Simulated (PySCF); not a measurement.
# MH for M along group 13

PBE0 with double-zeta basis sets in PySCF, for the lowest determinant that a PBE0 search found; no spin–orbit coupling. De refers to high-spin ground-configuration atoms. A positive dipole means M(−)H(+).

```tsv
M	basis	state (unpaired electrons)	Re (Å)	ωe (cm⁻¹)	De (eV)	μ (D)
B	cc-pVDZ	singlet (closed shell)	1.260	2323	3.43	1.45
Al	def2-SVP	singlet (closed shell)	1.667	1659	2.99	0.09
Ga	x2c-SVPall	singlet (closed shell)	1.679	1600	2.85	-0.32
In	def2-SVP	singlet (closed shell)	1.863	1451	2.59	-0.64
Tl	def2-SVP	singlet (closed shell)	1.917	1375	2.46	-1.24
```

The shortest bond is that of BH (1.260 Å), the longest that of TlH (1.917 Å).

The rows differ in basis set, which adds steps of its own.

Down a group the atoms grow and get heavier, so bonds lengthen and wavenumbers fall; this series shows no clear exception.

These are scalar-relativistic numbers at best; spin–orbit coupling would shift them, the dissociation energy most.
